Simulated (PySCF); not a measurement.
# Ionisation energy of Pt⁷²⁺ by level of theory

Pt⁷²⁺ [He] 2s2 2p2 (3P) → Pt⁷³⁺ [He] 2s2 2p1 (2P), as a difference of total energies. Calculation: PySCF 2.14, in an even-tempered Gaussian basis (18 s from 53 bohr⁻², ratio 2.2; 13 p from 68 bohr⁻², ratio 2.2; 5 d from 250 bohr⁻², ratio 2.4; 5 f from 380 bohr⁻², ratio 2.4; 4 g from 570 bohr⁻², ratio 2.4); scalar relativity by spin-free X2C-1e. Correlated levels: nothing frozen; virtual orbitals above 40 to 60 times the deepest correlated orbital energy dropped. The calculations carry no spin-orbit coupling.

```json
{"method": "UHF", "ionisation energy (eV)": "19629.5"}
{"method": "LDA", "ionisation energy (eV)": "19620.2"}
{"method": "PBE", "ionisation energy (eV)": "19626.8"}
{"method": "PBE0", "ionisation energy (eV)": "19627.7"}
{"method": "r2SCAN", "ionisation energy (eV)": "19633.8"}
{"method": "BHandHLYP", "ionisation energy (eV)": "19629.9"}
{"method": "revPBE", "ionisation energy (eV)": "19626.2"}
{"method": "MP2 (all electrons)", "ionisation energy (eV)": "19629.6"}
{"method": "SCS-MP2 (all electrons)", "ionisation energy (eV)": "19629.3"}
```

Spin-orbit coupling is strong in these open shells (close to jj coupling). The scalar numbers leave it out and a first-order estimate fails, so it can dominate the gap to the real levels.

For this ion Breit and QED terms and the two-electron picture change, all absent here, outweigh the differences among the correlated methods.

For comparison: 20840 ± 70 eV (theoretical estimate listed by NIST; NIST Atomic Spectra Database, ionization energies).
